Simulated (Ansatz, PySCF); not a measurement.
This PySCF input computes a PBE/def2-TZVPD energy:

```python
from pyscf import gto, scf, dft

mol = gto.M(
    atom='''
    In   -0.02967168   -0.00358786    0.01269558
    H     1.17788858   -0.42135877    1.27724158
    H     0.15846299    1.70811810   -0.50352042
    H     0.11756071   -1.11095433   -1.39580469
    ''',
    basis='def2-tzvpd',
    ecp='def2-tzvp',
    charge=-1,
    spin=1,
    verbose=4,
)

mf = dft.UKS(mol, xc='pbe').density_fit(auxbasis='def2-universal-jkfit')
mf.grids.level = 3
mf.conv_tol = 1e-9
mf.max_cycle = 100
mf.max_memory = 1500
mf.kernel()
if not mf.converged:
    mf = mf.newton()
    mf.kernel(mf.make_rdm1())
for _ in range(2):
    mo, _, stable, _ = mf.stability(return_status=True)
    if stable:
        break
    mf.kernel(mf.make_rdm1(mo, mf.mo_occ))
mf.analyze()
```

Problem. Write an input for the same energy in Ansatz (an electronic-structure program) and say what it gives.

Solution. 
Ansatz 0.2 input:
```yaml
crystal:
  periodic: [false, false, false]
  atoms:
    - {symbol: In, position_ang: [-0.02967168, -0.00358786, 0.01269558]}
    - {symbol: H, position_ang: [1.17788858, -0.42135877, 1.27724158]}
    - {symbol: H, position_ang: [0.15846299, 1.70811810, -0.50352042]}
    - {symbol: H, position_ang: [0.11756071, -1.11095433, -1.39580469]}
basis:
  gaussian:
    orbitals: def2-TZVPD
hamiltonian:
  xc: {name: PBE}
total_charge: -1
magnetization: {spin_polarized: true, initial_magnetization: 1}
output: {forces: true}
```
It gives -191.90052 Eh, and PySCF -191.90059 Eh, a difference of 0.07 mEh, from the treatment of integrals and grids.
